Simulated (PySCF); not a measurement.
CH8ClNSi3, SMILES N[Si@@]1(Cl)C[SiH2][SiH2]1.

Coordinates come from a PBE0-D3(BJ)/def2-SVP optimisation. The structure was generated by enumeration; whether it is a known compound was not checked. Other conformers were not sampled.

Level of theory: B3LYP/def2-TZVP run with PySCF.

Gas-phase values at a fixed geometry.

Problem. Estimate the frontier levels, gap, dipole moment and polarisability. (An estimate is asked for; the answer gives what the named calculation found.)

Solution. 
The highest occupied level comes out as -6.99 eV and the lowest empty level is -0.66 eV. The orbital gap comes out as 6.33 eV and the dipole moment comes out as 1.67 D. The quadrupole, principal values (traceless, Buckingham form, about the centre of nuclear charge) comes out as -11.36, 3.47, 7.89 D·Å. The mean static polarisability comes out as 114.5 bohr³ (16.96 Å³). The polarisability, principal values is 98.7, 111.8, 132.9 bohr³.
